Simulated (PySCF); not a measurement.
# Spin-rotation constants: `ClC(Cl)C1=CC=C[SiH2]1`, C₅H₆Cl₂Si

Geometry (Å), atoms numbered from 1 in this order:
```xyz
14

Cl    2.644    0.648   -1.495
C     2.028   -0.223   -0.060
Cl    2.721    0.544    1.399
C     0.561   -0.157   -0.020
C    -0.232   -1.238   -0.045
C    -1.661   -0.979   -0.001
C    -2.030    0.307    0.058
Si   -0.502    1.415    0.069
H     2.429   -1.239   -0.107
H     0.134   -2.255   -0.094
H    -2.349   -1.812   -0.019
H    -3.064    0.605    0.094
H    -0.366    2.243   -1.125
H    -0.312    2.140    1.322
```

Method used: GIAO KT3/pcSseg-1 magnetisability, rotational g tensor and spin-rotation constants, non-relativistic, gas phase in PySCF 2.14.0. Geometry: GFN2-xTB.

Question: Give the nuclear spin-rotation constants along the inertial axes (H = +C I·J) beside the isotropic shieldings.

Answer: Rotational constants 1.9459, 0.7908, 0.7444 GHz. A star marks the isotopologue with that one atom substituted, in its own axes.
```
atom  isotope  Caa (kHz)  Cbb (kHz)  Ccc (kHz)  mean (kHz)  σ (ppm)
 Cl1     35Cl      0.719      0.169      0.316       0.402    582.5
 Cl3     35Cl      0.717      0.166      0.319       0.401    583.5
  H9       1H     -0.124     -0.086      0.046      -0.054     25.0
 H10       1H     -0.156     -0.099      0.072      -0.061     25.2
 H11       1H      0.056     -0.090     -0.010      -0.015     24.8
 H12       1H      0.168     -0.098     -0.054       0.005     25.6
 H13       1H     -0.175     -0.001     -0.030      -0.069     26.9
 H14       1H     -0.175      0.003     -0.033      -0.069     26.9
  C2     13C*      0.498      0.183      0.196       0.293     96.3
  C4     13C*      0.862      0.139      0.295       0.432     41.1
  C5     13C*      0.768      0.140      0.289       0.399     52.0
  C6     13C*      0.960      0.133      0.253       0.449     42.6
  C7     13C*      0.922      0.098      0.248       0.423     58.5
 Si8    29Si*     -0.971     -0.481     -0.415      -0.622    415.8
```
For the geometry as given, no vibrational averaging.

Question: How do the rotational constants and the g tensor change when H9, H10, H11, H12, H13, H14 are replaced by deuterium?

Answer: Constants 1.7822, 0.7297, 0.7072 GHz; g -0.0330, -0.0032, -0.0168, against -0.0360, -0.0034, -0.0176 before.
